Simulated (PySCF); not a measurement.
C2H4N2OSi, SMILES O[Si@H]1C=NC=N1. Heavy atoms are numbered as in [OH:1][Si@H:2]1[CH:3]=[N:4][CH:5]=[N:6]1. Hydrogens are named by the atom that carries them.

Geometry optimised at r2SCAN-D4/def2-SVP. The structure was generated by enumeration; whether it is a known compound was not checked. One conformer was computed; it need not be the lowest.

Computed with PBE/pcSseg-1 in PySCF.

GIAO shieldings, no solvent; atoms alike by connectivity are averaged. δ = σ(ref) − σ: ¹⁷O against H2O (σ = 334.3 ppm); ²⁹Si against TMS (σ = 335.4 ppm); ¹³C against TMS (σ = 182.0 ppm); ¹⁵N against NH3 (σ = 267.0 ppm); ¹H against TMS (σ = 31.49 ppm), references at their B3LYP-D3(BJ)/def2-TZVP geometries, non-relativistic.

### Question
Estimate the chemical shifts. (The exact figures need the calculation; the answer reports its results.)

### Answer

```
nucleus      atoms  count  δ (ppm)
-------  ---------  -----  -------
¹⁷O        O1 (OH)      1     30.5
²⁹Si     Si2 (SiH)      1     -3.5
¹³C        C3 (CH)      1    203.0
¹³C        C5 (CH)      1    178.7
¹⁵N             N4      1    464.6
¹⁵N             N6      1    312.9
¹H         H on C3      1     9.36
¹H         H on C5      1     9.17
¹H        H on Si2      1     5.41
¹H         H on O1      1     1.54
```
